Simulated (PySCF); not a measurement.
Species: [Al(CN)4]-, C4AlN4 (charge -1).
Geometry (PBE0-D3(BJ)/def2-SVP, Å), atoms numbered from 1 in this order:
```
atom  x, y, z in Å
Al1    0.010   -0.008    0.001
C2    -0.002   -0.024    1.974
N3    -0.004   -0.033    3.137
C4     1.875   -0.014   -0.642
N5     2.974   -0.015   -1.020
C6    -0.901    1.615   -0.657
N7    -1.433    2.571   -1.050
C8    -0.921   -1.609   -0.682
N9    -1.465   -2.552   -1.088
```

Computed at PBE0/pcSseg-1 (pcSseg-2 on Al) (PySCF, non-relativistic), with Q(14N) = 0.02044 b: N3, 14N (I = 1): χzz = -5.335 MHz, η = 0.000.

Question: Find the zero-field quadrupole resonance frequencies of 14N at N3.

Answer: From ν± = (3/4)|χ|(1 ± η/3) and ν0 = |χ|η/2: ν+ 4.002 MHz, ν− 4.001 MHz, ν0 0.001 MHz (nitrogen bonded to C).

In a crystal, neighbours and librations shift these lines. Geometry: PBE0-D3(BJ)/def2-SVP; no solvent, vibrations or thermal averaging. The pcSseg-1 basis has no diffuse functions, a weakness for an anion. The basis is small and wasn't made for field gradients, so the couplings can be 20 % off.
